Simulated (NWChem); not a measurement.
Species: Si$_{3}$PH$_{8}$, doublet; SMILES P([SiH3])([SiH3])[SiH2]

```xyz
12

Si     1.9794    -0.3407     0.2175
P      0.0464    -0.0166    -0.8780
Si    -0.6640     1.8547     0.1783
Si    -1.2393    -1.5431     0.1892
H      2.5398    -1.6776    -0.1648
H      2.9471     0.7370    -0.1693
H     -2.0228     2.1846    -0.3469
H      0.2827     2.9580    -0.1635
H     -0.7362     1.7059     1.6646
H     -0.7046    -2.8984    -0.1389
H     -1.2625    -1.3652     1.6739
H     -2.6301    -1.4155    -0.3404
```
Atoms are numbered in this order, from 1.

Results from NWChem. Spin-unrestricted. Structure relaxed at the PBE0/def2-SVP, spin-unrestricted level. No stability test was run on the SCF state. Fermi-contact couplings, non-relativistic, static geometry.

For level TPSSh/pcJ-1:

- A(iso) 29Si atom 1 (MHz) = -459
- A(iso) 31P atom 2 (MHz) = 11.3
- A(iso) 1H atom 6 (MHz) = 49.2
- A(iso) 1H atom 11 (MHz) = 2.2

Problem. Estimate the same quantities for level BHandHLYP/pcJ-1.

Solution. The A(iso) 29Si atom 1 (MHz) comes out as -497, the A(iso) 31P atom 2 (MHz) comes out as -11.5 and the A(iso) 1H atom 6 (MHz) is 50.6. The A(iso) 1H atom 11 (MHz) is 1.1.
